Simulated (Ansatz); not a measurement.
As2, charge +1, doublet (typed; the unrestricted solution is spin-contaminated), geometry from GFN2-xTB (a state made from the parent by changing its charge; the spin is typed, not shown lowest), with bond 2-1 at 2.2 times its length; B3LYP/def2-SVP in Ansatz (an electronic-structure program).

Ansatz was given this input:
Ansatz 0.2 input:
```yaml
crystal:
  periodic: [false, false, false]
  atoms:
    - {symbol: As, position_ang: [-0.00000000, -0.00000000, -1.09007048]}
    - {symbol: As, position_ang: [0.00000000, 0.00000000, 3.70623963]}
basis:
  gaussian:
    orbitals: def2-SVP
hamiltonian:
  xc: b3lyp
total_charge: 1
magnetization: {spin_polarized: true, initial_magnetization: 1}
scf: {lower_state_search: off}
```

Output, abridged:

```
Functional definition: B3LYP
these checks for a lower state are left out or cut short: stability, starts, cluster_reference, orbital_swaps, neighbouring_geometries, increment
629 factors; integrals over basis functions are off by at most 1.4e-4 eV
mean field evaluation 1: about -121654.3737 eV, gradient 4.0e0 eV
mean field evaluation 2: about -121654.4828 eV, gradient 2.1e0 eV
mean field evaluation 4: about -121654.2058 eV, gradient 6.7e0 eV
mean field evaluation 8: about -121655.1434 eV, gradient 2.4e0 eV
mean field evaluation 16: about -121657.0493 eV, gradient 1.6e-1 eV
mean field evaluation 32: about -121657.1340 eV, gradient 2.0e-3 eV
mean field -121657.13397066 eV, -4470.8172112547 hartree, gradient 1.8e-6 eV, S^2 2.753563; 0 other end points of the search recorded, 0 dependent functions left out
reference -121657.13420020 eV, -4470.8172196901 hartree; 33, 32 occupied and 31, 32 virtual orbitals, 629 factors
Total energy: -121657.13420020 eV, -4470.8172196901 hartree
Checks for a lower state left out: stability, starts, cluster_reference, orbital_swaps, neighbouring_geometries, increment
```
